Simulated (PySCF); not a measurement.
# Ionisation energy of Ti+ by level of theory

Ti+ [Ar] 3d2 4s1 (4F) → Ti(2+) [Ar] 3d2 (3F), as a difference of total energies. Calculation: PySCF 2.14, in cc-pVTZ (7s6p4d2f1g, 68 functions); no relativity, point nucleus. Correlated levels: valence: [Ar] frozen. The calculations carry no spin-orbit coupling.

```json
{"method": "UHF", "ionisation energy (eV)": "12.852"}
{"method": "PBE", "ionisation energy (eV)": "13.918"}
{"method": "PBE0", "ionisation energy (eV)": "13.696"}
{"method": "MP2 (valence)", "ionisation energy (eV)": "13.028"}
{"method": "SCS-MP2 (valence)", "ionisation energy (eV)": "12.911"}
```

Problem. How much does correlation contribute at MP2 (valence)?

Solution. 13.028 − (12.852) = 0.176 eV, measured against UHF.

These non-relativistic numbers lack the scalar-relativistic shift.

The reference lies between the lowest fine-structure levels, while these numbers refer to the centres of the terms.

Errors of the correlated levels include the incompleteness of this basis and the frozen core.

For comparison: 13.575 eV (measured; NIST Atomic Spectra Database, ionization energies).
